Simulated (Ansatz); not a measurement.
Ideal-gas functions of GeH6Si, SMILES `[SiH3][GeH3]` at 500 K and 1 bar, from an Ansatz frequency run at PBE0-D4/def2-TZVP.

Molar mass 106.74 g/mol, point group C3v (symmetry number 3), electronic degeneracy 1, moments of inertia 12.161, 139.865, 139.865 u Å². Harmonic wavenumbers (cm⁻¹, unscaled): 119, 358, 359, 359, 594, 594, 783, 884, 884, 886, 940, 940, 2145, 2152, 2152, 2220, 2232, 2232.

Use S(trans) = R[1.5 ln M + 2.5 ln T − 1.1517]; rotational temperatures θ = 24.2544 K / I; S(rot) = R[ln(√π/σ · √(T³/θAθBθC)) + 1.5]; for each mode x = 1.438777 ν̃/T, S = R[x/(eˣ − 1) − ln(1 − e⁻ˣ)] and H = RT x/(eˣ − 1); 1 cm⁻¹ = 0.0119627 kJ/mol; R = 8.31446 J/(mol·K).

By hand: the entropy, in J/(mol·K).

Translation 177.8. Rotation: θ = 1.9944, 0.1734, 0.1734 K, giving 97.3. Vibration, mode by mode: 17.27, 8.43, 8.40, 8.40, 4.80, 4.80, 3.12, 2.48, 2.48, 2.47, 2.19, 2.19, 0.12, 0.12, 0.12, 0.10, 0.10, 0.10, in all 67.7. Electronic 0.0. Sum 342.8 J/(mol·K).

By hand: H − E and G − E in kJ/mol, counted from the electronic energy.

Zero-point energy ½ × 20833 × 0.0119627 = 124.6; thermal vibration 19.5; translation, rotation and pV give 4 RT = 16.6. H − E = 160.7 kJ/mol, and G − E = 160.7 − 500 × 342.8/1000 = -10.7 kJ/mol.

Vibration gives 20 % of the entropy, 17.3 J/(mol·K) of it from the mode under 150 cm⁻¹: soft modes count most, and the harmonic formula is weakest for them.
